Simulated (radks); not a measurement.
Polarisability of the xenon ion Xe8+, [Kr] 4d10, at imaginary frequency. Calculated with a radial shooting solver on a logarithmic mesh with Libxc functionals: scalar-relativistic Kohn-Sham, LDA (Slater exchange, VWN5 correlation), spin-polarised, spherical densities, finite nucleus; Fermi nuclear charge, rms radius 4.7859 fm. Response by self-consistent Sternheimer equations with the Hartree and adiabatic LDA kernel, the relativistic mass of each level held fixed and spin-orbit coupling left out.

w (hartree)  alpha1(iw) (bohr^3)  alpha2(iw) (bohr^5)
0.00266                   0.8567               0.8970
0.0143                    0.8567               0.8970
0.0360                    0.8566               0.8969
0.0697                    0.8564               0.8966
0.118                     0.8558               0.8958
0.186                     0.8545               0.8940
0.280                     0.8516               0.8902
0.413                     0.8458               0.8825
0.605                     0.8337               0.8670
0.892                     0.8085               0.8364
1.35                      0.7556               0.7779
2.12                      0.6476               0.6746
3.59                      0.4558               0.5105
6.94                      0.2169               0.2832
17.5                     0.05610              0.07458

Static values: alpha1 = 0.8567 bohr^3 (0.1269 angstrom^3; uncoupled 1.259), alpha2 = 0.8970 bohr^5, alpha3 = 1.517 bohr^7. C6 = 2.157, C8 = 11.77, triple-dipole C9 = 1.346 atomic units. One-pole (London) frequency 4 C6 / (3 alpha1^2) = 3.919 hartree, against 6.174 for minus the highest occupied eigenvalue.
